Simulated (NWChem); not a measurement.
Basis-set convergence for HIn

```xyz
2

In     0.0000     0.0000     0.0377
H      0.0000     0.0000    -1.8484
```
Charge 0, spin multiplicity 1.

Program: NWChem. All single points use one geometry, from PBE/def2-SVP with def2 effective core potentials on In, a minimum by its harmonic frequencies.

Quantity: first vertical ionisation energy at the level G0W0@PBE.

Effective core potentials replace the inner electrons of In; spin-orbit coupling is left out. GW and range-separated runs recompute their integrals, the others keep them in memory, which bears on the times. The structure started from a generated list of species.

The cost column gives rough processor time relative to def2-SVP; each entry includes its own SCF.

Task: In def2-QZVP the value is 7.73 eV. Among def2-SVP, def2-SVPD, def2-TZVP, def2-TZVPP, def2-TZVPD, which is the smallest basis within 0.1 eV of it?

Result: No smaller set comes that close. def2-QZVP isn't the basis-set limit itself, and a small set can land close by cancellation.

```
basis       functions  first vertical ionisation energy (eV)  relative cost
----------  ---------  -------------------------------------  -------------
def2-SVP           31                                   7.36              1
def2-SVPD          40                                   7.39        under 3
def2-TZVP          56                                   7.53        under 3
def2-TZVPP         64                                   7.62        under 3
def2-TZVPD         65                                   7.54        under 3
def2-QZVP         112                                   7.73             20
```
